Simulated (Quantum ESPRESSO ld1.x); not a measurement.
Input file for ld1.x (Quantum ESPRESSO 7.5):

```
 &input
    atom='Ce',
    iswitch=1,
    rel=2,
    dft='RXC-VWN',
    config='[Ar] 3d1',
    rel_dist='average',
    verbosity='high',
    lsmall=.true.,
    prefix='ld1',
    max_out_wfc=37,
    file_charge='ld1.rho',
 /
```

Output (excerpt):

```
     Program LD1 v.7.5 starts

     --------------------------- All-electron run ----------------------------

     dirac relativistic calculation

     atomic number is 58.00
     dft =RXC-VWN   lsd =0 sic =0 latt =0  beta=0.20 tr2=1.0E-14
     Exchange-correlation= RXC-VWN
                           (   3   2   0   0   0   0   0)
     mesh =2085 r(mesh) = 100.64072 a.u. xmin = -8.00 dx = 0.00800
     1 Ry =  13.60569312 eV, c = 137.03599908

     n l j   nl                  e(Ry)          e(Ha)          e(eV)
     Spin orbit split results
     1 0 0.5 1S 1( 2.00)   -3099.368331040   -1549.684165520 -42169.0543873
     2 0 0.5 2S 1( 2.00)    -627.258510664    -313.629255332  -8534.2868049
     2 1 0.5 2P 1( 2.00)    -602.955350941    -301.477675470  -8203.6254718
     2 1 1.5 2P 1( 4.00)    -569.968060105    -284.984030053  -7754.8105157
     3 0 0.5 3S 1( 2.00)    -233.745321830    -116.872660915  -3180.2671177
     3 1 0.5 3P 1( 2.00)    -224.496731494    -112.248365747  -3054.4336358
     3 1 1.5 3P 1( 4.00)    -216.552764369    -108.276382184  -2946.3504569
     3 2 1.5 3D 1( 0.40)    -202.496475033    -101.248237517  -2755.1048978
     3 2 2.5 3D 1( 0.60)    -200.626814397    -100.313407199  -2729.6668689
     Averaged results
     1 0     1S 1( 2.00)   -3099.368331040   -1549.684165520 -42169.0543873
     2 0     2S 1( 2.00)    -627.258510664    -313.629255332  -8534.2868049
     2 1     2P 1( 6.00)    -580.963823717    -290.481911859  -7904.4155011
     3 0     3S 1( 2.00)    -233.745321830    -116.872660915  -3180.2671177
     3 1     3P 1( 6.00)    -219.200753411    -109.600376705  -2982.3781832
     3 2     3D 1( 1.00)    -201.374678652    -100.687339326  -2739.8420805

     final scf error:  6.7E-15 reached in  33 iterations

     Etot =  -15220.240366 Ry,   -7610.120183 Ha, -207081.919679 eV

     Ekin =   16436.679353 Ry,    8218.339677 Ha,  223632.415241 eV
     Encl =  -33784.969046 Ry,  -16892.484523 Ha, -459667.921009 eV
     Eh   =    2359.306644 Ry,    1179.653322 Ha,   32100.002176 eV
     Exc  =    -231.257317 Ry,    -115.628659 Ha,   -3146.416088 eV

     normalization and overlap integrals

     s(1S/1S) =  1.000000  <r> =   0.0247  <r2> =    0.0008  r(max) =   0.0158
     LC norm =  0.95422855 + SC norm =  0.04577145 =  1.00000000
     s(2S/2S) =  1.000000  <r> =   0.1041  <r2> =    0.0128  r(max) =   0.0889
     LC norm =  0.98987622 + SC norm =  0.01012378 =  1.00000000
     s(2P/2P) =  1.000000  <r> =   0.0874  <r2> =    0.0094  r(max) =   0.0683
     LC norm =  0.98987906 + SC norm =  0.01012094 =  1.00000000
     s(2P/2P) =  1.000000  <r> =   0.0934  <r2> =    0.0106  r(max) =   0.0734
     LC norm =  0.99045795 + SC norm =  0.00954205 =  1.00000000
     s(3S/3S) =  1.000000  <r> =   0.2582  <r2> =    0.0760  r(max) =   0.2435
     LC norm =  0.99632347 + SC norm =  0.00367653 =  1.00000000
     s(3P/3P) =  1.000000  <r> =   0.2452  <r2> =    0.0696  r(max) =   0.2284
     LC norm =  0.99637443 + SC norm =  0.00362557 =  1.00000000
     s(3P/3P) =  1.000000  <r> =   0.2547  <r2> =    0.0749  r(max) =   0.2378
     LC norm =  0.99652269 + SC norm =  0.00347731 =  1.00000000
     s(3D/3D) =  1.000000  <r> =   0.2214  <r2> =    0.0568  r(max) =   0.1855
     LC norm =  0.99665988 + SC norm =  0.00334012 =  1.00000000
     s(3D/3D) =  1.000000  <r> =   0.2244  <r2> =    0.0582  r(max) =   0.1885
     LC norm =  0.99670176 + SC norm =  0.00329824 =  1.00000000

     LC charge = 18.79797100 + SC charge =  0.20202900 = 19.00000000

     ------------------------ End of All-electron run ------------------------
```

Run on one thread of a shared host, so times are rough (Intel(R) Xeon(R) Processor @ 2.60GHz): 0.6 s of CPU time, 0.63 s wall, 33 iterations on 2085 mesh points.
